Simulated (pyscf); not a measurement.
## O=Cr(OH)(F)(F)–F, singlet

Gas-phase minimum from PySCF at ωB97X-D3(BJ)/def2-SVP, one conformer. 

```
Cr
O 1 1.4929
F 1 1.7208 2 104.19
O 1 1.7239 2 102.04 3 -179.90
H 4 0.9729 1 117.11 2 179.25
F 1 1.7271 2 107.40 4 -92.18
F 1 1.7277 2 107.36 4 92.11
```
Charge 0, spin multiplicity 1.

Properties at ωB97X-D3(BJ)/def2-SVP:

```json
{
  "harmonic_wavenumbers_unscaled": "40, 109, 333, 343, 352, 381, 414, 507, 561, 731, 740, 768, 820, 1274, 3812 cm⁻¹",
  "zero_point_energy": "16.0 kcal/mol",
  "rotational_symmetry_number": "1",
  "Entropy of this conformer at 298 K and 1 atm, rigid rotor and harmonic oscillator, modes under 100 cm⁻¹ raised to 100": "343.5 J/(mol K)",
  "dipole_moment": "2.45 D"
}
```

Single-point totals, which compare only within one level:

```
level                   total energy (hartree)
----------------------  ----------------------
ωB97X-D3(BJ)/def2-TZVP             -1495.26382
PBE/def2-TZVP                      -1494.72934
r²SCAN/def2-TZVP                   -1495.14923
B3LYP-D3(BJ)/def2-TZVP             -1495.33280
PBE0-D3(BJ)/def2-TZVP              -1494.62912
M06-2X/def2-TZVP                   -1494.98186
ωB97M-D3(BJ)/def2-TZVP             -1495.36713
```

The lowest mode is so soft that the shape along it may change with the basis. Soft torsions are taken as harmonic, which can shift the entropy by several J/(mol K).
